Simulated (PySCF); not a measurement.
silene (CH$_{4}$Si), singlet, at a GFN2-xTB geometry. Base run: PySCF with M062X/def2-SVP.

Input for PySCF:
```python
from pyscf import gto, scf, dft, solvent

mol = gto.M(
    atom='''
C    -1.183269   -0.071574   -0.029274
Si    0.560544    0.033906    0.013868
H    -1.815263    0.798827   -0.079366
H    -1.707506   -1.011913   -0.007787
H     1.458619   -1.113093    0.081642
H     1.316150    1.280934   -0.012994
''',
    basis='def2-svp',
    charge=0,
    spin=0,
    verbose=3,
)

mf = dft.RKS(mol)
mf.xc = 'm062x'
mf.kernel()
```

The base run was repeated with changes; each row names its change, and settings that it needs were set with it.

| change | ΔE vs base (kJ/mol) | dipole (D) | HOMO-LUMO gap (eV) |
|---|---|---|---|
| base | 0.00 | 0.71 | 7.14 |
| model = IEF-PCM; solvent = toluene; r_probe = 0.5 | -0.92 | 0.80 | 7.16 |
| model = SS(V)PE; solvent = toluene | -2.52 | 0.86 | 7.18 |
| model = IEF-PCM; solvent = water | ? | ? | 7.23 |
| model = C-PCM; solvent = toluene | ? | ? | 7.19 |
| model = IEF-PCM; solvent = toluene; vdw_scale = 1.0 | -5.51 | 0.99 | 7.21 |
| model = ddCOSMO; solvent = toluene | ? | ? | ? |
| model = IEF-PCM; solvent = methanol | -5.66 | 1.07 | 7.22 |
| model = IEF-PCM; solvent = toluene; vdw_scale = 1.1 | -3.70 | 0.91 | 7.19 |
| model = IEF-PCM; solvent = toluene | -2.54 | 0.86 | 7.18 |
| model = IEF-PCM; solvent = toluene; vdw_scale = 1.4 | -1.24 | 0.80 | 7.16 |
| model = IEF-PCM; solvent = acetonitrile | -5.69 | 1.07 | 7.23 |

Question: Some entries are withheld; supply them.

Answer: 
- model = IEF-PCM; solvent = water, ΔE vs base (kJ/mol): -5.85
- model = IEF-PCM; solvent = water, dipole (D): 1.08
- model = C-PCM; solvent = toluene, ΔE vs base (kJ/mol): -3.29
- model = C-PCM; solvent = toluene, dipole (D): 0.90
- model = ddCOSMO; solvent = toluene, ΔE vs base (kJ/mol): -3.03
- model = ddCOSMO; solvent = toluene, dipole (D): 0.94
- model = ddCOSMO; solvent = toluene, HOMO-LUMO gap (eV): 7.20

The base is the gas phase, so ΔE is the electrostatic part of solvation at a fixed geometry, without cavity and dispersion terms.
